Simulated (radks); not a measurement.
Fractional charge and spin in the 5p shell of gold: the spin-up occupation runs from 2 to 3 and the spin-down occupation from 2 to 3; the fullest corner is Au3+, [Kr] 4d10 4f14 5s2 5d(up 4, down 4) 5p(up 3, down 3). Calculated with a radial shooting solver on a logarithmic mesh with Libxc functionals: scalar-relativistic Kohn-Sham, PBE, spin-polarised, spherical densities, finite nucleus; Fermi nuclear charge, rms radius of each element as measured or else 0.836 A^(1/3) + 0.57 fm. Energy (eV) above the fullest corner. The planes named below are the two flat planes that join the four corners, with an edge along up + down = one added electron.

| down \ up | 2 | 2.25 | 2.5 | 2.75 | 3 |
|---|---|---|---|---|---|
| 2 | 226.100 | 193.883 | 162.787 | 132.802 | 103.914 |
| 2.25 | 193.883 | 162.850 | 132.926 | 104.098 | 76.353 |
| 2.5 | 162.787 | 132.926 | 104.159 | 76.474 | 49.857 |
| 2.75 | 132.802 | 104.098 | 76.474 | 49.917 | 24.411 |
| 3 | 103.914 | 76.353 | 49.857 | 24.411 | 0.000 |

Corners above the fullest one (they belong to Au4+ and the next ion): (up 3, down 2) 103.91 eV, (up 2, down 3) 103.91 eV, (up 2, down 2) 226.10 eV. With half an added electron in each spin the energy lies 0.245 eV from the planes, and with half an added electron in spin up alone -2.220 eV. The planes are only a guide here: the flat-plane condition holds for ground states with one frontier orbital, while this shell lies below other occupied shells, so the corners above the fullest one are inner-hole states and not the ground states of those ions.
